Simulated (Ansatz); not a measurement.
Basis sets compared for the cluster Li7H6. Charge 0, multiplicity 2. Geometry PBE-D4/def2-TZVP. Ansatz on 2 threads of Arm Neoverse V2 on a shared host; times are rough, and most runs start from earlier orbitals.

| atom | x (Å) | y (Å) | z (Å) |
| --- | --- | --- | --- |
| Li1 | -0.419 | -1.907 | 0.816 |
| Li2 | -0.666 | 0.283 | 1.864 |
| Li3 | 1.602 | -1.045 | -0.391 |
| Li4 | -1.748 | 1.188 | -0.125 |
| Li5 | -1.075 | -0.880 | -1.371 |
| Li6 | 0.516 | 1.481 | -1.162 |
| Li7 | 1.533 | 0.989 | 1.073 |
| H8 | 0.872 | -0.712 | 1.407 |
| H9 | 0.198 | -2.043 | -0.878 |
| H10 | -1.642 | -0.561 | 0.484 |
| H11 | -0.145 | 1.661 | 0.682 |
| H12 | 2.030 | 0.676 | -0.636 |
| H13 | -1.057 | 0.869 | -1.764 |

B3LYP takes the VWN-RPA correlation. The structure comes from a short search, and lower isomers may exist.

Binding counts from free atoms (Li doublet, H doublet) in the same basis, without a counterpoise term.

| level | functions | energy (Eh) | HOMO (eV) | LUMO (eV) | binding per atom (eV) | wall time |
| --- | --- | --- | --- | --- | --- | --- |
| HF/STO-3G | 41 | -54.8301 | -2.62 | 2.35 | 1.72 | 0.2 s |
| HF/6-31G | 75 | -55.6607 | -3.31 | 0.75 | 1.37 | 0.65 s |
| PBE-D4/def2-SVP | 93 | -56.1068 | -2.22 | -1.70 | 1.96 | 3.3 s |
| PBE-D4/def2-TZVP | 134 | -56.1460 | -2.21 | -1.69 | 1.91 | 3.6 s |
| r2SCAN-D4/def2-TZVP | 134 | -56.2802 | -2.17 | -1.18 | 1.93 | 7.5 s |
| B3LYP-D4/6-31G | 75 | -56.3722 | -2.41 | -1.28 | 1.96 | 5.5 s |
| B3LYP-D4/def2-TZVP | 134 | -56.4151 | -2.39 | -1.32 | 1.99 | 5 s |
| PBE0-D4/def2-SVP | 93 | -56.1473 | -2.56 | -1.15 | 1.95 | 4.7 s |
| PBE0-D4/def2-TZVP | 134 | -56.1837 | -2.55 | -1.12 | 1.90 | 4.5 s |

Estimate the rows for PBE-D4/def2-TZVPD, r2SCAN-D4/def2-TZVPD, PBE0-D4/def2-TZVPD.


```
               level  functions  energy (Eh)  HOMO (eV)  LUMO (eV)  binding per atom (eV)  wall time
   PBE-D4/def2-TZVPD        173     -56.1541      -2.23      -1.73                   1.93      6.5 s
r2SCAN-D4/def2-TZVPD        173     -56.2891      -2.18      -1.24                   1.95       13 s
  PBE0-D4/def2-TZVPD        173     -56.1929      -2.56      -1.16                   1.92      7.5 s
```
